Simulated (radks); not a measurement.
Values are calculated unless marked as measured or tabulated.
Ionisation of neutral gadolinium, [Xe] 4f7 5d1 6s2, to Gd+, [Xe] 4f7 5d1 6s1, under several functionals. Scalar-relativistic Kohn-Sham, spin-polarised, spherical densities, finite nucleus; open shells are filled with parallel spins first (spin-orbit coupling, left out, can overturn this in heavy ions); a radial shooting solver on a logarithmic mesh with Libxc functionals.

[
 {"functional": "exchange-only r2SCAN", "E(Gd) (hartree)": "-11268.2660", "Exc (hartree)": "-245.8314", "IE (eV)": "4.702", "-e(HOMO) (eV)": "2.305", "<r> HOMO (bohr)": "2.726", "IE error (eV)": "-1.448"},
 {"functional": "revPBE", "E(Gd) (hartree)": "-11270.9156", "Exc (hartree)": "-249.2260", "IE (eV)": "5.903", "-e(HOMO) (eV)": "2.923", "<r> HOMO (bohr)": "2.741", "IE error (eV)": "-0.246"},
 {"functional": "PW91", "E(Gd) (hartree)": "-11271.9233", "Exc (hartree)": "-250.2397", "IE (eV)": "6.028", "-e(HOMO) (eV)": "3.005", "<r> HOMO (bohr)": "2.737", "IE error (eV)": "-0.122"},
 {"functional": "AM05", "E(Gd) (hartree)": "-11263.3513", "Exc (hartree)": "-241.6444", "IE (eV)": "5.913", "-e(HOMO) (eV)": "2.959", "<r> HOMO (bohr)": "2.723", "IE error (eV)": "-0.237"},
 {"functional": "r2SCAN", "E(Gd) (hartree)": "-11271.8965", "Exc (hartree)": "-249.5118", "IE (eV)": "5.623", "-e(HOMO) (eV)": "3.028", "<r> HOMO (bohr)": "2.705", "IE error (eV)": "-0.527"},
 {"functional": "PBEsol", "E(Gd) (hartree)": "-11266.7727", "Exc (hartree)": "-245.0643", "IE (eV)": "5.966", "-e(HOMO) (eV)": "2.988", "<r> HOMO (bohr)": "2.732", "IE error (eV)": "-0.184"},
 {"functional": "BP86", "E(Gd) (hartree)": "-11272.2173", "Exc (hartree)": "-250.5282", "IE (eV)": "6.160", "-e(HOMO) (eV)": "3.076", "<r> HOMO (bohr)": "2.738", "IE error (eV)": "+0.010"},
 {"functional": "XLYP", "E(Gd) (hartree)": "-11272.1964", "Exc (hartree)": "-250.4986", "IE (eV)": "6.141", "-e(HOMO) (eV)": "2.753", "<r> HOMO (bohr)": "2.756", "IE error (eV)": "-0.009"}
]

NIST Atomic Spectra Database: 6.150 eV (measured). Closest: XLYP. The Delta-SCF values span 1.46 eV, the total energies 8.87 hartree. The highest occupied level is 5d. Open shells are spherical and high-spin; term and fine-structure splittings are not resolved. Spin-orbit splitting is averaged out at the scalar-relativistic level.
